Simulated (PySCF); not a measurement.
Match the calculated data to a structure.

All candidates are C9H7N.

| technique | computed result |
| --- | --- |
| 13C NMR | chemical shifts (computed TMS as zero) by class: 156.5 (1 C), 152.0 (1 C), 139.2 (1 C), 132.9 (1 C), 128.2 (1 C), 125.3 (1 C), 115.7 (1 C), 31.2 (1 C), 30.6 (1 C) ppm [GIAO PBE0/pcSseg-1] |
| NMR, other nuclei | isotropic shieldings of nuclei other than C and H, by class: -45 (1 N) ppm [GIAO PBE0/pcSseg-1] |
| Rotational structure | rotational constants A, B, C: 3.895, 0.904, 0.740 GHz [GFN2-xTB] |
| 1H NMR | chemical shifts (computed TMS as zero) by class: 7.88 (1 H), 7.64 (1 H), 7.45 (1 H), 3.34 (2 H), 3.33 (2 H) ppm [GIAO PBE0/pcSseg-1] |
| Dipole | 5.39 D [PBE0/pcSseg-1] |

Gas-phase values; electronic properties from PySCF, density fitting. Levels stand in brackets. Geometry: GFN2-xTB; no solvent, vibrations or thermal averaging. NMR values are class means; diastereotopic atoms form classes of their own.

Question: Which candidate is it?
A. `N#Cc1ccc2c(c1)CC2`
B. `C=Cc1ccc(C#N)cc1`
C. `N#C/C=C\c1ccccc1`
D. `N#C/C=C/c1ccccc1`

Answer: A. It is `N#Cc1ccc2c(c1)CC2`. Numbering: `[N:1]#[C:2][c:3]1[cH:4][cH:5][c:6]2[c:7]([cH:8]1)[CH2:9][CH2:10]2`. Its formula, C9H7N, gives 7 degrees of unsaturation: 2 rings and 5 π bonds in the structure found (Kekulé form). 9 carbons fall into 9 classes; from least to most shielded: substituted aromatic carbon [C6] (156.5 ppm), substituted aromatic carbon [C7] (152.0 ppm), aromatic CH carbon [C4] (139.2 ppm), aromatic CH carbon [C8] (132.9 ppm), aromatic CH carbon [C5] (128.2 ppm), nitrile carbon [C2] (125.3 ppm), substituted aromatic carbon [C3] (115.7 ppm), benzylic-type carbon [C10] (31.2 ppm), benzylic-type carbon [C9] (30.6 ppm). Hydrogen classes from least to most shielded: 1 H on an aromatic CH carbon, C4 (7.88 ppm), 1 H on an aromatic CH carbon, C8 (7.64 ppm), 1 H on an aromatic CH carbon, C5 (7.45 ppm), 2 H on a benzylic-type carbon, C10 (3.34 ppm), 2 H on a benzylic-type carbon, C9 (3.33 ppm). The other shieldings belong to: -45 ppm, nitrile nitrogen [N1]. The optimised geometry has point group Cs and is an asymmetric top.

The others, at the same levels:
- `C=Cc1ccc(C#N)cc1` fails: it has 7 carbon classes against 9; its computed 13C shifts are 145.2 (1 C), 143.6 (1 C), 140.2 (2 C), 132.0 (2 C), 124.5 (1 C), 123.5 (1 C), 116.5 (1 C) ppm, 1H shifts are 7.93 (2 H), 7.79 (2 H), 6.89 (1 H), 6.44 (1 H), 5.87 (1 H) ppm and rotational constant A is 5.045 GHz (against 3.895 GHz).
- `N#C/C=C/c1ccccc1` fails: it has 7 carbon classes against 9; its computed 13C shifts are 159.1 (1 C), 138.8 (1 C), 137.7 (1 C), 134.9 (2 C), 133.6 (2 C), 123.8 (1 C), 100.6 (1 C) ppm, 1H shifts are 7.79 (2 H), 7.75 (2 H), 7.73 (1 H), 7.46 (1 H), 6.09 (1 H) ppm and rotational constant A is 5.178 GHz (against 3.895 GHz).
- `N#C/C=C\c1ccccc1` fails: it has 7 carbon classes against 9; its computed 13C shifts are 156.3 (1 C), 139.1 (1 C), 138.0 (1 C), 136.1 (2 C), 134.6 (2 C), 123.6 (1 C), 98.6 (1 C) ppm, 1H shifts are 8.55 (2 H), 7.80 (2 H), 7.78 (1 H), 7.17 (1 H), 5.49 (1 H) ppm and rotational constant A is 3.191 GHz (against 3.895 GHz).

Each candidate is one conformer, not necessarily the lowest. The conformers computed, where there is a choice (atom-mapped SMILES and torsion angles):
- `[CH2:1]=[CH:2][c:3]1[cH:4][cH:5][c:6]([C:7]#[N:8])[cH:9][cH:10]1`: C1–C2–C3–C4 174°
- `[N:1]#[C:2]/[CH:3]=[CH:4]/[c:5]1[cH:6][cH:7][cH:8][cH:9][cH:10]1`: C3–C4–C5–C6 0°
- `[N:1]#[C:2]/[CH:3]=[CH:4]\[c:5]1[cH:6][cH:7][cH:8][cH:9][cH:10]1`: C3–C4–C5–C6 3°
